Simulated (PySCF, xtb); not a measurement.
O₄Rh, SMILES [O]=[Rh+](=[O])(=[O])=[O], charge +1, multiplicity 1.

Harmonic wavenumbers (cm⁻¹) from GFN2-xTB in xtb 6.7.1 at its own minimum, in rising order: 323, 323, 328, 328, 328, 902, 1031, 1031, 1031.

Problem. What does PBE-D3(BJ)/def2-SVP run with PySCF 2.14.0 give at its own minimum? (The exact figures need the calculation; the answer reports its results.)

Solution. 312, 312, 333, 333, 333, 863, 907, 907, 907. Paired by order, the mean absolute difference is 50 cm⁻¹ and the zero-point energies are 8.0 and 7.4 kcal/mol.
